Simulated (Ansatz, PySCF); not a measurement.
Bond stretch in CH (cation, charge +1), singlet.

Computed with: UHF/cc-pVQZ (Ansatz, an electronic-structure program); RHF/cc-pVQZ (Ansatz); UKS-CAM-B3LYP = unrestricted CAM-B3LYP/cc-pVQZ in Ansatz; RKS-CAM-B3LYP = restricted CAM-B3LYP/cc-pVQZ (Ansatz); UKS-PBE0 = Ansatz with unrestricted PBE0/cc-pVQZ; RKS-PBE0 = restricted PBE0/cc-pVQZ run with Ansatz; UKS-PBE = unrestricted PBE/cc-pVQZ run with Ansatz; RKS-PBE = restricted PBE/cc-pVQZ (Ansatz); UKS-B3LYP/6-31G* = unrestricted B3LYP/6-31G*, spherical d in PySCF 2.14.0; RKS-B3LYP/6-31G* = restricted B3LYP/6-31G*, spherical d run with PySCF; UKS-BP86/6-31G* = PySCF 2.14.0 with unrestricted BP86/6-31G*, spherical d; RKS-BP86/6-31G* = restricted BP86/6-31G*, spherical d run with PySCF 2.14.0.

Scanned distances (Å): 0.85, 0.92, 0.96, 1.03, 1.09, 1.10, 1.14, 1.17, 1.18, 1.26, 1.33, 1.43, 1.56, 1.71, 1.87, 2.05, 2.32, 2.49, 2.79, 3.04, 3.46, 3.92, 4.50.

Problem. Where does the unrestricted solution first break spin symmetry (<S²> of 0.01 or more)?

Solution. UHF: already at 0.85 Å; UKS-CAM-B3LYP: already at 0.85 Å; UKS-PBE0: already at 0.85 Å; UKS-PBE: already at 0.85 Å; UKS-B3LYP/6-31G*: already at 0.85 Å; UKS-BP86/6-31G*: already at 0.85 Å.

```
R / Å  <S²> UHF  E(RHF) − E(UHF) / kJ/mol  <S²> UKS-CAM-B3LYP  E(RKS-CAM-B3LYP) − E(UKS-CAM-B3LYP) / kJ/mol  <S²> UKS-PBE0  E(RKS-PBE0) − E(UKS-PBE0) / kJ/mol  <S²> UKS-PBE  E(RKS-PBE) − E(UKS-PBE) / kJ/mol  <S²> UKS-B3LYP/6-31G*  E(RKS-B3LYP/6-31G*) − E(UKS-B3LYP/6-31G*) / kJ/mol  <S²> UKS-BP86/6-31G*  E(RKS-BP86/6-31G*) − E(UKS-BP86/6-31G*) / kJ/mol
-----  --------  ------------------------  ------------------  --------------------------------------------  -------------  ----------------------------------  ------------  --------------------------------  ---------------------  --------------------------------------------------  --------------------  ------------------------------------------------
0.85       0.55                      32.0                0.33                                           8.0           0.42                                14.0          0.39                              11.8                   0.33                                                 8.1                  0.36                                               9.8
0.92       0.54                      30.6                0.31                                           7.1           0.40                                12.7          0.38                              10.5                   0.31                                                 7.0                  0.34                                               8.3
0.96       0.54                      29.8                0.30                                           6.7           0.40                                12.0          0.37                               9.8                   0.30                                                 6.4                  0.33                                               7.6
1.03       0.53                      28.6                0.29                                           6.1           0.38                                10.9          0.35                               8.7                   0.28                                                 5.6                  0.31                                               6.6
1.09       0.53                      27.7                0.29                                           5.6           0.37                                10.1          0.34                               7.9                   0.27                                                 5.1                  0.29                                               5.8
1.10       0.53                      27.6                0.28                                           5.5           0.37                                10.0          0.34                               7.8                   0.27                                                 5.0                  0.29                                               5.7
1.14       0.53                      27.1                0.28                                           5.3           0.37                                 9.5          0.33                               7.3                   0.26                                                 4.7                  0.28                                               5.3
1.17       0.53                      26.8                0.28                                           5.2           0.36                                 9.3          0.33                               7.1                   0.26                                                 4.5                  0.28                                               5.1
1.18       0.53                      26.7                0.28                                           5.1           0.36                                 9.2          0.33                               7.0                   0.26                                                 4.5                  0.28                                               5.0
1.26       0.53                      26.1                0.28                                           4.9           0.36                                 8.7          0.32                               6.5                   0.25                                                 4.2                  0.27                                               4.6
1.33       0.53                      25.8                0.28                                           5.0           0.36                                 8.5          0.32                               6.3                   0.26                                                 4.1                  0.27                                               4.4
1.43       0.54                      25.9                0.29                                           5.3           0.37                                 8.7          0.33                               6.5                   0.27                                                 4.3                  0.28                                               4.6
1.56       0.56                      26.8                0.33                                           6.3           0.39                                 9.7          0.36                               7.6                   0.29                                                 5.1                  0.31                                               5.6
1.71       0.73                      33.3                0.38                                           8.4           0.44                                12.0          0.41                              10.1                   0.35                                                 7.0                  0.36                                               7.8
1.87       0.97                      65.9                0.47                                          12.0           0.50                                15.8          0.47                              14.1                   0.42                                                10.3                  0.43                                              11.5
2.05       1.06                     116.6                0.72                                          26.0           0.76                                27.7          0.55                              20.0                   0.65                                                20.2                  0.52                                              17.1
2.32       1.03                     187.1                0.98                                          63.5           1.01                                67.1          0.95                              43.7                   0.92                                                51.4                  0.83                                              34.4
2.49       1.02                     225.6                1.01                                          88.3           1.01                                90.9          1.01                              64.5                   1.01                                                73.6                  0.96                                              51.8
2.79       1.01                     282.3                1.01                                         123.1           1.01                               123.6          1.00                              93.1                   1.00                                               105.5                  1.00                                              80.3
3.04       1.01                     319.3                1.00                                         144.8           1.00                               143.4          1.00                             110.2                   1.00                                               124.7                  1.00                                              97.6
3.46       1.01                     364.3                1.00                                         170.6           1.00                               165.8          1.00                             129.1                   1.00                                               146.3                  1.00                                             116.7
3.92       1.01                     395.4                1.00                                         188.2           1.00                               179.9          1.00                             140.7                   1.00                                               159.8                  1.00                                             128.2
4.50       1.01                     417.6                1.00                                         200.9           1.00                               189.1          1.00                             147.8                   1.00                                               168.2                  1.00                                             135.1
```
